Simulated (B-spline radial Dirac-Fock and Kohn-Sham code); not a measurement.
# Auger decay of the 4p1/2 hole in Pd³⁺

System: Pd³⁺, configuration 1s2 2s2 2p6 3s2 3p6 3d10 4s2 4p6 4d7, inside a Watson sphere of charge -3 and radius 2.2 Å (a model of the Madelung potential; inside it an electron's potential energy is raised by 19.6 eV).

The run's input, task.json:

```json
{"items": [{
  "Z": 46,
  "q": 3,
  "cfg": [[1, 0, 2], [2, 0, 2], [2, 1, 6], [3, 0, 2], [3, 1, 6], [3, 2, 10], [4, 0, 2], [4, 1, 6], [4, 2, 7]],
  "A": 106,
  "rrms": 4.5318,
  "watson": [-3, 2.2],
  "do": ["binding", "quiet", "decay"],
  "holes": ["K", "L1", "L2", "L3", "M1", "M2", "M3", "M4", "M5", "N1", "N2", "N3"]
}]}
```

Command: `python xray_run.py task.json out`

Calculated with an atomic code on a B-spline grid, using independent-particle radiative and Coulomb Auger rates from relativistic LDA hole-state orbitals, with Dirac-Fock energies. Kinetic energies are configuration averages from the vacuum level; the two-hole energies are estimated from single-hole states.

```
transition  kinetic energy (eV)  width (meV)  share (%)
   N2-N4N4                14.12         1250       16.2
   N2-N4N5                14.73         6250       80.9
   N2-N5N5                15.34          219        2.8
```

Coster-Kronig rates are the weakest part of this model and often come out 1.5 to 2.5 times too large. Super-Coster-Kronig decay this fast strains the one-particle picture, and such widths tend to come out too large. The listed channels hold 100 % of the non-radiative rate. Summed by principal shells, of 7.72 eV in all: NNN 100.0 %.
